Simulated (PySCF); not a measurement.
UHF on V⁺ (vanadium, charge +1)

Configuration: [Ar] 3d4, high-spin 5D determinant. All numbers are calculated (PySCF 2.14, no relativity, point nucleus, in def2-SVP (5s3p2d1f, 31 functions)).

```json
{"Total energy": "-942.530043 hartree", "One-electron energy": "-1293.1143 hartree", "Hartree (Coulomb) energy": "394.9723 hartree", "Exchange energy": "-44.3881 hartree", "Kinetic energy": "943.19507 hartree", "⟨S²⟩": "6.0009", "⟨L²⟩": "6.016", "Sum of ⟨r⟩": "16.25 bohr", "Sum of ⟨r²⟩": "20.95 bohr²", "Traceless quadrupole moment −½Σ⟨3z² − r²⟩ along its main axis": "-0.806 e·bohr²", "Density at the nucleus (Gaussians lack the cusp)": "7680 bohr⁻³", "Spin density at the nucleus": "-0.0942 bohr⁻³", "Langevin diamagnetic susceptibility": "-16.6 ×10⁻⁶ cm³/mol", "Time after the integrals": "0.07 s of wall time on 1 thread of Intel(R) Xeon(R) Platinum 8488C (shared host)"}
```

```tsv
shell	electrons	mean orbital energy (hartree)	spread (hartree)	rms radius, mean of both spins (bohr)
1s α	1	-201.49284	0	0.0776
1s β	1	-201.49237	0	0.0776
2s α	1	-23.89122	0	0.336
2s β	1	-23.82262	0	0.336
2p α	3	-20.04918	0.00202	0.304
2p β	3	-19.98039	0.02191	0.304
3s α	1	-3.34403	0	1.03
3s β	1	-3.09227	0	1.03
3p α	3	-2.23361	0.03849	1.12
3p β	3	-1.92016	0.06179	1.12
3d α	4	-0.56509	0.05288	1.62
```
